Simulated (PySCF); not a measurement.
# Frontier levels across methods

C4H12Si2.
Structure used (PBE0-D3(BJ)/def2-SVP), in Å, numbered top down from 1:
```
atom  x, y, z in Å
C1     3.5890    0.1870   -0.8815
C2     2.6086    0.6222   -0.0810
Si3    1.2350   -0.4722    0.5637
C4    -0.4520    0.0382   -0.1187
C5    -1.6041   -0.8380    0.3896
Si6   -3.2837   -0.3429   -0.3156
H7     3.6553   -0.8605   -1.1980
H8     4.3743    0.8527   -1.2577
H9     2.6098    1.6850    0.1984
H10    1.1770   -0.4042    2.0604
H11    1.5305   -1.8861    0.1660
H12   -0.6228    1.0977    0.1432
H13   -0.3928    0.0106   -1.2211
H14   -1.6681   -0.7988    1.4912
H15   -1.4278   -1.8992    0.1395
H16   -3.2689   -0.4634   -1.8076
H17   -3.5864    1.0810    0.0334
H18   -4.3785   -1.2097    0.2226
```

Basis pcSseg-1 throughout (PySCF), one geometry. Geometry: PBE0-D3(BJ)/def2-SVP, one conformer, isolated molecule.

How do the orbital energies, the gap and the dipole change with the method?

```tsv
method	kind	HOMO (eV)	LUMO (eV)	gap (eV)	μ (D)	SCF cycles
BLYP	GGA	-6.36	-1.28	5.08	0.70	15
B97-D	GGA	-6.47	-1.33	5.14	0.70	15
OPBE	GGA	-6.48	-1.34	5.14	0.71	15
PBE	GGA	-6.51	-1.45	5.06	0.71	15
KT2	GGA	-6.54	-1.43	5.11	0.70	15
KT3	GGA	-6.55	-1.37	5.18	0.68	15
BP86	GGA	-6.61	-1.55	5.07	0.72	15
LDA	LDA	-6.64	-1.68	4.96	0.70	15
B97-2	global hybrid	-7.41	-0.49	6.92	0.73	13
B3LYP	global hybrid	-7.43	-0.64	6.79	0.72	13
PBE0	global hybrid	-7.65	-0.45	7.20	0.74	13
mPW1PW91	global hybrid	-7.67	-0.45	7.22	0.73	13
BHandHLYP	global hybrid	-8.65	0.70	9.35	0.74	12
CAM-B3LYP	range-separated hybrid	-8.95	0.75	9.70	0.72	12
wB97X-D	range-separated hybrid	-9.47	1.36	10.84	0.73	13
HF	Hartree–Fock	-10.14	3.37	13.51	0.82	10
LC-wPBE	range-separated hybrid	-10.31	1.87	12.18	0.73	12
```

The HOMO spans 3.95 eV, from BLYP down to LC-wPBE, and the gap runs from 4.96 eV (LDA) to 13.51 eV (HF). Over the methods BLYP (0 %), B97-D (0 %), OPBE (0 %), PBE (0 %), KT2 (0 %), KT3 (0 %), BP86 (0 %), LDA (0 %), B97-2 (21 %), B3LYP (20 %), PBE0 (25 %), mPW1PW91 (25 %), BHandHLYP (50 %), HF (100 %), a straight line through the gap against the share of exact exchange rises by 0.84 eV for each 10 % (correlation coefficient 1.000). The dipole ranges from 0.68 D (KT3) to 0.82 D (HF). This basis has no diffuse functions.

The vertical ΔSCF ionisation energy at B3LYP/def2-SVPD is 9.23 eV; −ε(HOMO) comes closest to it with wB97X-D (9.47 eV).
